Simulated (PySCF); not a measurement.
Dissociation curve of BeO, singlet.

Levels: RHF/6-31G (PySCF); RCCSD(T) = CCSD(T) on RHF/6-31G, 1 core orbital frozen (PySCF); RKS-B3LYP = restricted B3LYP/6-31G (PySCF).

Energies are in kJ/mol, each relative to the lowest point of its own curve near equilibrium.

```csv
R / Å,RHF,RCCSD(T),RKS-B3LYP
1.06,316.8,397.0,343.7
1.12,165.7,232.2,189.9
1.19,61.3,109.7,79.3
1.25,16.2,47.8,27.1
1.28,5.2,28.1,12.1
1.32,0.0,10.8,1.1
1.38,8.2,0.3,0.0
1.39,?,0.0,1.3
1.44,30.4,3.4,12.6
1.53,?,24.6,48.5
1.64,151.0,68.4,107.7
1.80,234.4,147.5,203.3
2.01,301.5,?,319.7
2.17,334.2,300.2,?
2.39,364.0,379.6,469.5
2.68,387.1,459.0,536.6
2.89,396.9,491.6,568.9
3.22,?,510.8,602.9
3.59,409.7,515.1,?
3.95,411.5,516.1,640.5
4.67,412.5,516.6,654.6
5.36,412.7,516.8,659.9
```

**Question.** What belongs in the gaps?

**Answer.** 
- 1.39, RHF: 11.0
- 1.53, RHF: 80.2
- 2.01, RCCSD(T): 236.8
- 2.17, RKS-B3LYP: 392.8
- 3.22, RHF: 405.4
- 3.59, RKS-B3LYP: 626.4

The restricted form behind RHF, RKS-B3LYP keeps the bonding electrons paired and can't separate into open-shell fragments. The T1 diagnostic of CCSD on the restricted reference of RCCSD(T) exceeds 0.045 at 1.28 to 2.68 Å. At the longest distance RKS-B3LYP leaves fractional charges on the fragments, a sign of delocalisation error or of the restricted form.
